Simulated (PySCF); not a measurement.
# Bonding in `CCCCC(=O)O[SiH3]`

C5H12O2Si.
Atom-mapped SMILES: `[CH3:1][CH2:2][CH2:3][CH2:4][C:5](=[O:6])[O:7][SiH3:8]` (hydrogens: H9, H10, H11 on C1; H12, H13 on C2; H14, H15 on C3; H16, H17 on C4; H18, H19, H20 on Si8)

Cartesian coordinates in Å at the PBE0-D3(BJ)/def2-SVP level; atoms count from 1:
```
atom  x, y, z in Å
C1    -3.396    0.715    0.384
C2    -2.319   -0.073   -0.343
C3    -0.910    0.307    0.087
C4     0.166   -0.480   -0.638
C5     1.563   -0.082   -0.261
O6     1.858    0.847    0.450
O7     2.500   -0.869   -0.808
Si8    4.134   -0.458   -0.471
H9    -4.405    0.429    0.049
H10   -3.346    0.548    1.472
H11   -3.282    1.797    0.213
H12   -2.473   -1.154   -0.177
H13   -2.420    0.076   -1.433
H14   -0.740    1.384   -0.080
H15   -0.796    0.159    1.174
H16    0.071   -1.566   -0.469
H17    0.086   -0.358   -1.733
H18    4.414   -0.579    0.983
H19    4.893   -1.485   -1.233
H20    4.444    0.902   -0.985
```

Bond orders from the PBE0/pcSseg-1 density (PySCF). One conformer (not necessarily the lowest) at the PBE0-D3(BJ)/def2-SVP geometry, without solvent, vibrations or thermal averaging.

(1) How far do the computed orders between heavy atoms stray from the drawn ones?

(2) Give the Mayer order of every bond between heavy atoms, beside its length.

## Answers

(1) The largest departure is 0.186, at O7–Si8 (drawn single, 0.814). Drawn single, order below 0.88: O7–Si8 (0.814).

(2) 
```
  bond  drawn as  length (Å)  Mayer order
 C1–C2    single       1.520        1.067
 C2–C3    single       1.522        1.027
 C3–C4    single       1.517        1.028
 C4–C5    single       1.501        0.976
 C5–O6    double       1.207        1.920
 C5–O7    single       1.339        1.067
O7–Si8    single       1.718        0.814
```

By pair of heavy elements: C–C: lowest C4–C5 (0.976, 1.501 Å), highest C1–C2 (1.067, 1.520 Å); in 4 of the 6 pairs the longer bond (by over 0.003 Å) has the higher order (by 0.02 or more). C–O: lowest C5–O7 (1.067, 1.339 Å), highest C5–O6 (1.920, 1.207 Å).

**Question.** And the bonds to hydrogen?

**Answer.** C–H: 0.92 to 0.97 (9 bonds); H–Si: 0.93 to 0.94 (3 bonds).

**Question.** Sum the orders of all bonds at each heavy atom with more than one neighbour and set the sums beside the valence in the SMILES.

**Answer.** C1 3.963 (drawn 4), C2 3.993 (drawn 4), C3 3.947 (drawn 4), C4 3.857 (drawn 4), C5 3.963 (drawn 4), O7 1.881 (drawn 2), Si8 3.617 (drawn 4). Orders between atoms that aren't bonded are not in these sums.

For a closed shell the Mayer order of atoms A and B is Σ (PS)μν (PS)νμ over the basis functions μ on A and ν on B, with P the density and S the overlap matrix.
